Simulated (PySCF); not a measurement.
H5Si2, multiplicity 2. Atoms are numbered in the order given.

```xyz
7

Si     1.2090     0.0883     0.0000
Si    -1.1216    -0.0140     0.0000
H      1.8409    -0.4903    -1.2135
H      1.8409    -0.4903     1.2135
H     -1.6365     0.6750     1.2071
H     -1.6365     0.6750    -1.2071
H     -1.6316    -1.4096     0.0000
```
Charge 0, spin multiplicity 2.

Coordinates come from a B3LYP-D3(BJ)/def2-TZVP optimisation. The isomer is the one that the SMILES or the coordinates give; other isomers of the formula were not compared.

Level of theory: TDA-PBE/def2-SVPD in PySCF.

Vertical excitations. Gas-phase values at a fixed geometry.

Computed lowest excited states:
| state | energy (eV) | λ (nm) | f | main pairs |
|---|---|---|---|---|
| root 1 | 3.77 | 329 | 0.005 | β HOMO→LUMO 97 % |
| root 2 | 4.52 | 274 | 0.002 | α HOMO→LUMO 95 % |
| root 3 | 4.65 | 267 | 0.000 | β HOMO−1→LUMO 96 % |
| root 4 | 4.70 | 264 | 0.014 | α HOMO→LUMO+1 96 % |
| root 5 | 4.87 | 254 | 0.021 | α HOMO→LUMO+2 95 % |
| root 6 | 5.05 | 245 | 0.005 | α HOMO→LUMO+3 11 %, β HOMO−2→LUMO 87 % |
| root 7 | 5.27 | 235 | 0.001 | β HOMO−3→LUMO 96 % |
| root 8 | 5.40 | 230 | 0.116 | α HOMO→LUMO+3 82 %, β HOMO−2→LUMO 9 % |
| root 9 | 5.67 | 219 | 0.026 | α HOMO→LUMO+4 95 % |
| root 10 | 5.67 | 219 | 0.041 | α HOMO→LUMO+5 96 % |
Unrestricted roots are not spin-pure.
